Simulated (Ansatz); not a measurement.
Start from `C#[C][GeH2][GaH][NH2]` and change one atom or group to get `C#[C][GeH2][OH]`.

Ansatz, PBE0-D4/def2-TZVP geometries, multiplicity 1. Each molecule was computed in one conformer, which needn't be the lowest.

Scalar relativity is left out up to krypton.

| property | `C#[C][GeH2][GaH][NH2]` |
| --- | --- |
| HOMO energy (PBE0/def2-TZVPP) / eV | -7.34 |
| HOMO–LUMO gap (PBE/def2-TZVPP) / eV | 4.29 |
| HOMO–LUMO gap (B3LYP/def2-TZVPP) / eV | 5.70 |
| LUMO energy (ωB97M-V/def2-TZVPP) / eV | 0.53 |
| HOMO energy (B3LYP/def2-TZVPP) / eV | -7.13 |
| LUMO energy (PBE/def2-TZVPP) / eV | -1.95 |

(1) What does the change do to each property? (Best estimate.)

## Answers

(1) Computed: 
```
                             property  `C#[C][GeH2][OH]`  shift
   HOMO energy (PBE0/def2-TZVPP) / eV              -8.20  -0.86
  HOMO–LUMO gap (PBE/def2-TZVPP) / eV               5.49   1.20
HOMO–LUMO gap (B3LYP/def2-TZVPP) / eV               7.26   1.56
LUMO energy (ωB97M-V/def2-TZVPP) / eV               1.40   0.87
  HOMO energy (B3LYP/def2-TZVPP) / eV              -7.97  -0.84
    LUMO energy (PBE/def2-TZVPP) / eV              -1.37   0.58
```

With PBE0 the HOMO falls by 0.86 eV and the LUMO rises by 0.74 eV, so the gap widens by about 1.60 eV. PBE moves the HOMO by -0.62 eV and ωB97M-V by -1.07 eV.

B3LYP here is the variant with VWN-RPA as its local correlation; programs differ in this.
